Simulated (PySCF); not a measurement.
Molecule: 4-Pyridine Carbaldehyde (O=Cc1ccncc1, C₆H₅NO).

Atom-mapped SMILES (the numbers label the heavy atoms): `[O:1]=[CH:2][c:3]1[cH:4][cH:5][n:6][cH:7][cH:8]1` (H(Xn): hydrogen on atom n).

Geometry PBE0-D3(BJ)/def2-SVP throughout; GIAO in PySCF 2.14.0 with density-fitted response routines, gas phase, one conformer, non-relativistic; equivalent atoms averaged; basis pcSseg-1.

For orientation, OPBE gives these shifts δ (against H2O, TMS, NH3 at the same level): O1 657.7, C2 186.4, C5/C7 149.2, C3 133.5, C4/C8 119.2, N6 362.2, H(C2) 10.18, H(C5)/H(C7) 9.18, H(C4)/H(C8) 7.49 ppm.

A run gave: O1 652.2, C2 187.8, C5/C7 150.9, C3 136.9, C4/C8 120.7, N6 369.3, H(C2) 10.03, H(C5)/H(C7) 8.96, H(C4)/H(C8) 7.33 ppm (shifts δ (against H2O, TMS, NH3 at the same level)).

**Question.** Which functional was used in that run?
A. BP86
B. B97-D
C. wB97X-D
D. mPW1PW91

**Answer.** B. O1 tells them apart best: B97-D gives 652.2, wB97X-D gives 685.6, BP86 gives 680.1, mPW1PW91 gives 689.4 ppm.
